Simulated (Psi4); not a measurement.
allene (C₃H₄), singlet, at a GFN2-xTB geometry; Psi4 with FNO-CCSD(T)/def2-SVP.

Psi4 was given this input:
```
memory 2 GB

molecule mol {
0 1
  C    -0.000000   -0.000000    0.000000
  C    -0.024285   -0.007976    1.293233
  C     0.024285    0.007976   -1.293233
  H    -0.022800    0.905211    1.866297
  H    -0.047072   -0.928159    1.854534
  H     0.951478   -0.000770   -1.843280
  H    -0.881606    0.023718   -1.877551
}

set basis def2-svp
set reference rhf

energy('fno-ccsd(t)')
print_variables()
```

It wrote (shortened):

```
   => Loading Basis Set <=

    Name: DEF2-SVP
    Role: ORBITAL
    Keyword: BASIS

         ---------------------------------------------------------
                                   SCF
               by Justin Turney, Rob Parrish, Andy Simmonett
                          and Daniel G. A. Smith
                              RHF Reference
         ---------------------------------------------------------

  ==> Geometry <==

    Molecular point group: c1
    Full point group: C1

    Geometry (in Angstrom), charge = 0, multiplicity = 1:

       Center              X                  Y                   Z               Mass
    ------------   -----------------  -----------------  -----------------  -----------------
         C           -0.000000000000    -0.000000000000    -0.000000000000    12.000000000000
         C           -0.024285000000    -0.007976000000     1.293233000000    12.000000000000
         C            0.024285000000     0.007976000000    -1.293233000000    12.000000000000
         H           -0.022800000000     0.905211000000     1.866297000000     1.007825032230
         H           -0.047072000000    -0.928159000000     1.854534000000     1.007825032230
         H            0.951478000000    -0.000770000000    -1.843280000000     1.007825032230
         H           -0.881606000000     0.023718000000    -1.877551000000     1.007825032230

  Running in c1 symmetry.

  Rotational constants: A =      4.97528  B =      0.30207  C =      0.30207 [cm^-1]
  Rotational constants: A = 149155.04764  B =   9055.83102  C =   9055.83086 [MHz]
  Nuclear repulsion =   59.703166004181647

  Charge       = 0
  Multiplicity = 1
  Electrons    = 22
  Nalpha       = 11
  Nbeta        = 11

  ==> Algorithm <==

  SCF Algorithm Type is PK.
  DIIS enabled.
  MOM disabled.
  Fractional occupation disabled.
  Guess Type is SAD.
  Energy threshold   = 1.00e-08
  Density threshold  = 1.00e-08
  Integral threshold = 1.00e-12

  ==> Primary Basis <==

  Basis Set: DEF2-SVP
    Blend: DEF2-SVP
    Number of shells: 30
    Number of basis functions: 62
    Number of Cartesian functions: 65
    Spherical Harmonics?: true
    Max angular momentum: 2

  ==> Integral Setup <==

  Using in-core PK algorithm.
   Calculation information:
      Number of atoms:                   7
      Number of AO shells:              30
      Number of primitives:             56
      Number of atomic orbitals:        65
      Number of basis functions:        62

      Integral cutoff                 1.00e-12
      Number of threads:                 1

  Performing in-core PK
  Using 3816162 doubles for integral storage.
  We computed 106746 shell quartets total.
  Whereas there are 108345 unique shell quartets.

  ==> DiskJK: Disk-Based J/K Matrices <==

    J tasked:                  Yes
    K tasked:                  Yes
    wK tasked:                  No
    Schwarz Cutoff:          1E-12

  Minimum eigenvalue in the overlap matrix is 1.3638626791E-03.
  Reciprocal condition number of the overlap matrix is 2.7801778263E-04.
    Using symmetric orthogonalization.

  ==> Pre-Iterations <==

  SCF Guess: Superposition of Atomic Densities via on-the-fly atomic UHF (no occupation information).

   -------------------------
    Irrep   Nso     Nmo
   -------------------------
     A         62      62
   -------------------------
    Total      62      62
   -------------------------

  ==> Iterations <==

                        Total Energy        Delta E     RMS |[F,P]|

   @RHF iter SAD:  -115.00586427801710   -1.15006e+02   0.00000e+00
   @RHF iter   1:  -115.70430314651624   -6.98439e-01   5.00513e-03 DIIS/ADIIS
   @RHF iter   2:  -115.76946594094868   -6.51628e-02   1.76311e-03 DIIS/ADIIS
   @RHF iter   3:  -115.77697432989034   -7.50839e-03   4.41141e-04 DIIS/ADIIS
   @RHF iter   4:  -115.77794475069754   -9.70421e-04   1.26136e-04 DIIS/ADIIS
   @RHF iter   5:  -115.77801315372605   -6.84030e-05   5.63480e-05 DIIS
[...]
  @RHF Final Energy:  -115.77802536504737
    Total Energy =                       -115.7780253650473696
      * MP2 total energy:                   -116.176983610035
[...]
      0   0 1   -0.4287197545   -0.4287197545    0.0195195390        0
      1   1 1   -0.4308906540   -0.0021708995    0.0102103033        1
      2   2 1   -0.4327310577   -0.0018404037    0.0054199465        0
      3   3 1   -0.4327768112   -0.0000457535    0.0011942820        0
      4   4 1   -0.4327196600    0.0000571511    0.0004865640        0
      5   5 1   -0.4327166368    0.0000030232    0.0000946146        1
      6   6 1   -0.4327222994   -0.0000056625    0.0000331950        0
      7   7 1   -0.4327227723   -0.0000004729    0.0000073479        0
      8   8 1   -0.4327223278    0.0000004445    0.0000021912        0
      9   8 2   -0.4327223359   -0.0000000081    0.0000005552        1
     10   8 3   -0.4327223475   -0.0000000116    0.0000002230        0
     11   8 4   -0.4327223520   -0.0000000045    0.0000000780        0

  CCSD iterations converged!

        T1 diagnostic:                         0.010481633006
        D1 diagnostic:                         0.030082879866

        OS MP2 FNO correction:                 0.000000000000
        SS MP2 FNO correction:                 0.000000000000
        MP2 FNO correction:                    0.000000000000

        OS MP2 correlation energy:            -0.305045010778
        SS MP2 correlation energy:            -0.093913234210
        MP2 correlation energy:               -0.398958244988
      * MP2 total energy:                   -116.176983610035

        OS MP2.5 correlation energy:          -0.321133968666
        SS MP2.5 correlation energy:          -0.091631179100
        MP2.5 correlation energy:             -0.412765147766
      * MP2.5 total energy:                 -116.190790512814

        OS MP3 correlation energy:            -0.337222926553
        SS MP3 correlation energy:            -0.089349123991
        MP3 correlation energy:               -0.426572050544
      * MP3 total energy:                   -116.204597415592

        OS MP4(SDQ) correlation energy:       -0.344538906513
        SS MP4(SDQ) correlation energy:       -0.081444383074
        MP4(SDQ) correlation energy:          -0.431733424070
      * MP4(SDQ) total energy:              -116.209758789117

        OS CCSD correlation energy:           -0.347243357449
        SS CCSD correlation energy:           -0.085478994586
        CCSD correlation energy:              -0.432722352036
      * CCSD total energy:                  -116.210747717083

  Total time for CCSD iterations:        1.53 s (user)
                                         0.63 s (system)
                                            3 s (total)

  Time per iteration:                    0.13 s (user)
                                         0.05 s (system)
                                         0.27 s (total)

        ==> Resort (ov|vv) integrals for low-memory (T) computation <==

        *******************************************************
        *                                                     *
        *                      CCSD(T)                        *
        *                                                     *
        *******************************************************

        Using low-memory algorithm.

        num_threads:                      1
        memory requirements:        5.38 mb

        Number of abc combinations: 23426

        Computing (T) correction...

        % complete  total time
              10.0
              20.0
              30.0
              40.0
              50.0
              60.0
              70.0
              80.0
              90.0

        (T) energy                            -0.016265686910

        CCSD(T) correlation energy            -0.448988038945
      * CCSD(T) total energy                -116.227013403993

  Variable Map:
  ----------------------------------------------------------------------------
[...]
  Array Variable Map:
  ----------------------------------------------------------------------------
[...]
[...]
```
